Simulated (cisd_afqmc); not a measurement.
Input (AFQMC/CISD/def2-SVP; cisd_afqmc is a phaseless AFQMC code with CISD trial states that reads the integrals written by Ansatz):

Ansatz 0.2 input:
```python
import cisd_afqmc

open("ham.yaml", "w").write("""\
crystal:
  periodic: [false, false, false]
  atoms:
    - {symbol: Mg, position_ang: [-0.00000000, -0.00000000, -0.75868323]}
    - {symbol: F, position_ang: [0.00000000, 0.00000000, 1.01157765]}
basis:
  gaussian:
    orbitals: def2-SVP
magnetization: {spin_polarized: true, initial_magnetization: 1}
correlation: {method: ccsd, electrons: outside_noble_gas, hamiltonian_folder: ham}
""")
rep = cisd_afqmc.ansatz("ham.yaml")
e_ccsd = rep["correlation"]["coupled_cluster"]["energy"]["hartree"]
out = cisd_afqmc.run("ham", e_ccsd, trial="CISD", walkers=200, populations=8, threads=8, dt=0.005, steps=40, early=24, settle=10, least=32,
    cut=5e-5, rank_cut=2e-4, target=0.0004, seconds=1500, seed=1, memory=17280, gpu=False)
```

Output:

```
orbitals 26, occupied [5, 4], factors 109 of 275, rank of the doubles 103 of 193
E(HF) = -298.944806
E(CCSD) on the cut factors = -299.152367, shift to the whole factors 0.000004
Energy of the trial state on the determinant = -299.152427
  tau behind 7.2 of longer steps, mean of the populations' last blocks
   2.0  -299.15623
   4.0  -299.15524
   6.0  -299.15597
   8.0  -299.15555
blocks 328 (3 outliers left out), error by blocks joined: 1: 0.00011, 2: 0.00013, 4: 0.00012, 8: 0.00014, 16: 0.00014
E(AFQMC/CISD) = -299.15546 +/- 0.00014
```
